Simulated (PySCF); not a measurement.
**Field gradients at the hydrogen positions**

Species: C5H10Se.
Cartesian coordinates in Å at the PBE0-D3(BJ)/def2-SVP level; atoms count from 1:
```
atom  x, y, z in Å
C1    -1.644   -1.132    0.170
C2    -0.387   -0.419   -0.306
C3     0.747   -0.437    0.717
C4     1.914    0.365    0.164
Se5    1.113    1.918   -0.744
C6    -0.643    1.045   -0.655
H7    -2.032   -0.671    1.093
H8    -2.442   -1.088   -0.587
H9    -1.444   -2.193    0.383
H10   -0.018   -0.920   -1.220
H11    0.389    0.020    1.657
H12    1.056   -1.469    0.955
H13    2.600    0.718    0.945
H14    2.490   -0.213   -0.574
H15   -1.157    1.163   -1.620
H16   -1.247    1.536    0.124
```

Level: PBE0/pcSseg-1 (PySCF, non-relativistic); Q(2H) = 0.00286 b; rigid geometry, the same for H and D, with no vibrational averaging.

Question: Rank these positions by the coupling χzz of a deuteron there, largest first.
A. H10 (methine hydrogen)
B. H13 (methylene hydrogen)
C. H12 (methylene hydrogen)

Answer: B (197 kHz), C (193 kHz), A (186 kHz).

Q: Tabulate Vzz, the asymmetry η and χzz = 234.96 MHz × Q × Vzz for every hydrogen position.

A: 
| atom | bonded to | bond length (Å) | Vzz (au) | η | χzz (kHz) |
| --- | --- | --- | --- | --- | --- |
| H7 | C1 | 1.102 | 0.2886 | 0.02 | 194 |
| H8 | C1 | 1.101 | 0.2921 | 0.02 | 196 |
| H9 | C1 | 1.101 | 0.2921 | 0.02 | 196 |
| H10 | C2 | 1.106 | 0.2768 | 0.01 | 186 |
| H11 | C3 | 1.104 | 0.2815 | 0.02 | 189 |
| H12 | C3 | 1.103 | 0.2872 | 0.02 | 193 |
| H13 | C4 | 1.098 | 0.2933 | 0.02 | 197 |
| H14 | C4 | 1.100 | 0.2890 | 0.02 | 194 |
| H15 | C6 | 1.099 | 0.2926 | 0.02 | 197 |
| H16 | C6 | 1.101 | 0.2866 | 0.02 | 193 |

Q: A static deuteron (I = 1) shows a doublet split by (3/2)χ, (3/4)χ(1 + η) and (3/4)χ(1 − η) with the field along z, y and x of the gradient. What are these for H13?

A: With |χ| = 197.1 kHz and η = 0.018: 296, 151 and 145 kHz, to first order and without motion.

The structure is a single PBE0-D3(BJ)/def2-SVP conformer in the gas phase; no vibrational or solvent corrections. The calculation is non-relativistic, for selenium too. With so small a basis the couplings can be 20 % off.
